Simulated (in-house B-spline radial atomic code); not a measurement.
# RPA and G0W0 on PBE: Ti VIII (Ti7+)

Configuration [Ne] 3s2 3p3, highest spin, mean-field start PBE. Computed with a B-spline radial code for spherical atoms: all electrons, non-relativistic, point nucleus, each spin shell either full or empty, empty states to l = 9 with an (l + 1/2)⁻⁴ tail; G0W0 by contour deformation at full frequency.

Command:
```bash
python run_gw.py task.json out
```
Settings (radii: box in bohr, nucleus in fm):
```
Z                        22
electrons                15
configuration            [Ne] 3s2 3p3
hamiltonian              nr
method                   pbe,pbe
lmax                     9
spin_polarised           True
box_radius               8.41
intervals                48
```

Time taken, with all properties: 1.9 s on 1 thread of Arm Neoverse N1, on a shared host.

Energies (hartree):

| term | value |
| --- | --- |
| mean-field total | -832.52933 |
| Hartree-Fock functional on these orbitals | -832.14218 |
| direct second order | -1.1174 |
| second-order exchange | 0.407 |
| SOSEX correction | 0.36808 |

(1) What is the RPA correlation energy, and what remains with SOSEX?

Quasi-particle levels (eV):

```
  level  occupied  mean field  Σx - vxc     Σc  QP weight     G0W0
  3p up       yes     -157.48    -11.33      ?          ?        ?
3s down       yes     -175.10     -7.62  -3.47      0.959  -186.19
2p down       yes     -581.07    -38.95   7.80      0.929  -612.22
3p down        no     -150.61     13.16  -3.72      0.952  -141.16
```

G0W0 = mean field + (Σx - vxc) + Σc, with Σc (partial-wave tail included) taken at the quasi-particle energy. Only the outer levels were computed. Levels of low weight are left out.

(2) Where does G0W0 put 3p up?

Results:

(1) RPA gives -0.98114 hartree (-1.78 eV per electron); RPA + SOSEX gives -0.61306, and the second-order doubles -0.71036 hartree (no singles). RPA lacks exchange-type terms and so overcorrelates at short range.

(2) At -168.96 eV, with Σc = -0.15 eV and a quasi-particle weight of 0.952. The tabulated removal energy is 170.5 ± 0.4 eV (NIST, semi-empirical); the calculation leaves out relativity, Breit and QED terms, and what these don't explain is the method's own error.
